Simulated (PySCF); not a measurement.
How methods differ on the ionisation energy of Ca

Ca [Ar] 4s2 (1S) → Ca⁺ [Ar] 4s1 (2S), as a difference of total energies. Computed with PySCF 2.14 in aug-cc-pVDZ-X2C (6s5p3d, 36 functions), with the spin-free X2C one-electron Hamiltonian (Gaussian nucleus). Correlated levels: valence: [Ar] frozen. The calculations carry no spin-orbit coupling.

```
           method  ionisation energy (eV)
              UHF                   5.147
    MP2 (valence)                   5.624
SCS-MP2 (valence)                   5.720
   CCSD (valence)                   5.907
```

Problem. How much does correlation contribute at MP2 (valence)?

Solution. 5.624 − (5.147) = 0.477 eV, measured against UHF.

Errors of the correlated levels include the incompleteness of this basis and the frozen core.

With two correlated electrons CCSD is exact in that space.

For comparison: 6.113 eV (measured; NIST Atomic Spectra Database, ionization energies).
